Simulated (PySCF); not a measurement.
SeCl3, SMILES Cl[Se+](Cl)Cl, charge +1. The structure is a stationary point at ωB97X-D3(BJ)/def2-SVP. The spin state was assumed, not searched. The isomer is the one that the SMILES or the coordinates give; other isomers of the formula were not compared.

All values below come from ωB97X-D3(BJ)/def2-SVP (PySCF 2.14.0).

Harmonic wavenumbers (cm⁻¹): 165, 165, 209, 458, 458, 463. Rotational constants (GHz): 2.211, 2.211, 1.349; symmetry number 3.

### Question
Work out the zero-point energy and the ideal-gas rigid-rotor harmonic-oscillator thermochemistry at 298.15 K and 1 atm.

### Answer
ZPE = ½ Σ hcν = ½ × 1917 cm⁻¹ = 2.74 kcal/mol. H − E(el) = 6.71 kcal/mol. Entropy in cal/(mol K): translation 41.56, rotation 26.10, vibration 9.34, total 76.99. G − E(el) = -16.24 kcal/mol. Cp = 17.57 cal/(mol K).
